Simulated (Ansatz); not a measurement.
thiophene (C4H4S), singlet, at a GFN2-xTB geometry. Base run: BLYP/STO-3G run with Ansatz (a first-principles code).

Input for Ansatz:
Ansatz 0.2 input:
```yaml
crystal:
  periodic: [false, false, false]
  atoms:
    - {symbol: S, position_ang: [0.00863827, -0.00734061, 1.19288588]}
    - {symbol: C, position_ang: [0.00298819, 1.22583323, -0.00509457]}
    - {symbol: C, position_ang: [-0.00317090, -1.22567797, -0.02013572]}
    - {symbol: C, position_ang: [-0.00738740, 0.71507349, -1.26119565]}
    - {symbol: C, position_ang: [-0.01094132, -0.69949816, -1.26987470]}
    - {symbol: H, position_ang: [0.00773103, 2.25348024, 0.29900803]}
    - {symbol: H, position_ang: [-0.00360091, -2.25698993, 0.27133421]}
    - {symbol: H, position_ang: [-0.01235842, 1.31824779, -2.15134971]}
    - {symbol: H, position_ang: [-0.01891549, -1.29167192, -2.16736278]}
basis:
  gaussian:
    orbitals: STO-3G
hamiltonian:
  xc: blyp
```

Each row names what was changed in the base input (with any setting that the change needs).

| change | E (Eh) |
|---|---|
| base | -546.58294 |
| functional = pbe; dispersion = d3bj | -546.34929 |
| functional = revpbe | -546.62149 |
| functional = wB97M-V | -546.74501 |
| functional = hse06 | -546.40901 |
| functional = hf | -545.08983 |
| functional = b3lyp5 | -546.54650 |
| functional = B2GP-PLYP | -546.18629 |
| functional = pbe0; dispersion = d3bj | -546.43305 |
| functional = wB97X-V | -546.64474 |
| functional = pbe0 | -546.42566 |
| functional = pbe | -546.34072 |
| functional = B97M-V | -546.71164 |

Total energies compare only within one method and basis.
